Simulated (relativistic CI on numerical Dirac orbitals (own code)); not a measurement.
# Slater and spin-orbit integrals, Zn²⁶⁺

Computed by Dirac-Coulomb-Breit CI, separate exchange-only KLI orbitals for each configuration, a model potential for QED, unscaled Slater integrals (own radial code, finite nucleus).

Slater integrals F^k, G^k are unscaled and averaged over j, outside the closed core 1s2; ζ comes from projecting the Hamiltonian with its Breit term on Σ l·s of the shell.

- 2s2p: G^1(2s,2p) = 568010, ζ(2p) = 154810 cm⁻¹; <r>(2s) = 0.2072, <r^2>(2s) = 0.05023, <r>(2p) = 0.1772, <r^2>(2p) = 0.03788 (bohr units).
- 2p²: F^2(2p,2p) = 538870, ζ(2p) = 153510 cm⁻¹; <r>(2p) = 0.1776, <r^2>(2p) = 0.03805 (bohr units).
- 2p3s: ζ(2p) = 158150, G^1(2p,3s) = 57616 cm⁻¹; <r>(2p) = 0.1762, <r^2>(2p) = 0.03744, <r>(3s) = 0.4778, <r^2>(3s) = 0.2593 (bohr units).

Averages of the first 10 configurations, taken without configuration mixing, which lowers the lowest level and can move excited configurations by several eV; other configurations of the list can lie among them:

```
Configuration  Parity  States  Average energy above the lowest level (eV)
          2s²    even       1                                         8.1
         2s2p     odd      12                                        81.7
          2p²    even      15                                       178.4
         2p3s     odd      12                                      1594.0
         2p3p    even      36                                      1619.7
         2s3s    even       4                                      1513.3
         2s3p     odd      12                                      1540.6
         2s3d    even      20                                      1559.2
         2s4s    even       4                                      2027.8
         2s4p     odd      12                                      2039.0
```
